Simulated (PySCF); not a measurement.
**Checking a proposed structure**

A compound C$_{7}$H$_{10}$F$_{2}$O$_{2}$ gives the data below (simulated from a calculation) and was assigned the structure `C[C@@H]1CC(=O)OC[C@H]1C(F)F`.

¹³C{¹H} NMR (computed): δ 212.4 (C), 120.5 (CH), 79.1 (CH2), 71.0 (CH2), 58.2 (CH), 49.7 (CH), 11.2 (CH3).

¹H NMR (400 MHz, computed): δ 6.84 (m, 1H), 4.76 (m, 1H), 4.39 (m, 1H), 4.00 (m, 1H), 3.30 (m, 1H), 2.78 (m, 1H), 2.46 (m, 1H), 0.97 (d, 3H).

- shieldings: GIAO PBE0/pcSseg-1
- GFN2-xTB geometry
- program: PySCF
- isolated molecule, one conformer, no relativistic terms, equivalent nuclei averaged

Scale: ¹H (σ = 31.72 ppm), ¹³C (σ = 186.93 ppm) vs TMS (reference shieldings calculated alike).

Problem. Compare with the shifts computed for the proposed structure, pairing carbons in order of shift.

Solution. Atoms are numbered as in `[CH3:1][C@@H:2]1[CH2:3][C:4](=[O:5])[O:6][CH2:7][C@H:8]1[CH:9]([F:10])[F:11]`. Hydrogens are named by the atom that carries them.

```csv
atom,computed for proposal,given list,difference
C4,174.6,212.4,-37.8
C9,122.2,120.5,+1.7
C7,65.0,79.1,-14.1
C8,50.8,71.0,-20.2
C3,38.4,58.2,-19.8
C2,29.6,49.7,-20.1
C1,24.5,11.2,+13.3
```

The rms difference is 20.8 ppm and the largest -37.8 ppm at C4 (ester carbonyl carbon). The carbon types in order of shift don't match either: C, CH, CH2, CH, CH2, CH, CH3 for the proposal against C, CH, CH2, CH2, CH, CH, CH3 in the data. The proposal doesn't fit.

Problem. Which isomer fits?

Solution. `C[C@@H]1COC[C@H](C(F)F)C1=O`.

- Carbon types of the structure: 1 × C, 3 × CH, 2 × CH2, 1 × CH3, which accounts for all hydrogens.
- δC 212.4: ketone carbonyl carbon; the double bond to the heteroatom, with no lone-pair donor beside it, deshields it most.
- δC 120.5: sp3 CH bonded to 2 F; 2 electronegative neighbours deshield it.
- δC 79.1, 71.0: sp3 CH2 bonded to O; deshielded by the electronegative neighbour.
- δC 11.2: methyl carbon; a saturated carbon with 1 carbon neighbour and no heteroatom attached.

The data come from this structure; uniqueness wasn't tested.

Splittings by ¹⁹F in the carbon and heteronuclear signals aren't shown, as no couplings were computed. Shifts are as computed. Against solution values, carbons near 30 ppm lie about +3 ppm off and those near 130 ppm about +5 ppm. Of 1211 compounds with measured shifts, 218 miss one by over three times the rms of a fit or turn the order of signals round; such compounds aren't used in these exercises. No couplings were computed; multiplicities are counted from neighbouring protons, with m where these are inequivalent, close in shift, in a saturated or five-membered ring or joined by F or P, and br s for small geminal =CH2 splittings.
